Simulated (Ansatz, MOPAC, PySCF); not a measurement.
Dimer: boric acid (SMILES OB(O)O) (first 7 atoms) with H2O (SMILES O); geometry from B3LYP-D3(BJ)/def2-TZVP.
(charge 0, multiplicity 1):
```xyz
10

O      0.48813    -0.25236    -1.40220
B      0.21300    -0.13651    -0.06670
O      0.60554     1.00679     0.59680
O     -0.44347    -1.17900     0.53079
H      0.94910     0.52239    -1.73633
H      0.36812     0.99666     1.53253
H     -0.60128    -1.02357     1.46970
O     -0.47296     0.11742     3.18890
H     -1.27668     0.47406     3.58302
H      0.07654    -0.18708     3.91955
```

Interaction energies are E(AB) − E(A) − E(B) at the monomers' geometry in the complex; basis-set methods are counterpoise corrected. Rows marked so take none.

Rows in 6-311+G** carry no dispersion term and start afresh at each structure. The state that AM1 reach isn't checked.

Codes used: Ansatz (Gaussian orbitals); MOPAC for AM1 (differences of heats of formation); PySCF for 6-311+G** rows, the dispersion terms. Each number belongs to the level named beside it.

Q: One of these levels gives -41.9 kJ/mol for the interaction energy. Which one is it?
A) AM1
B) B3LYP/6-311+G** (no counterpoise)
C) revPBE/def2-TZVPPD
D) revPBE-D3(BJ)/def2-TZVPPD

A: B, B3LYP/6-311+G** (no counterpoise). The others give -26.9 (AM1), -23.9 (revPBE/def2-TZVPPD), -31.8 (revPBE-D3(BJ)/def2-TZVPPD)

Ansatz is a quantum-chemistry and plane-wave program.
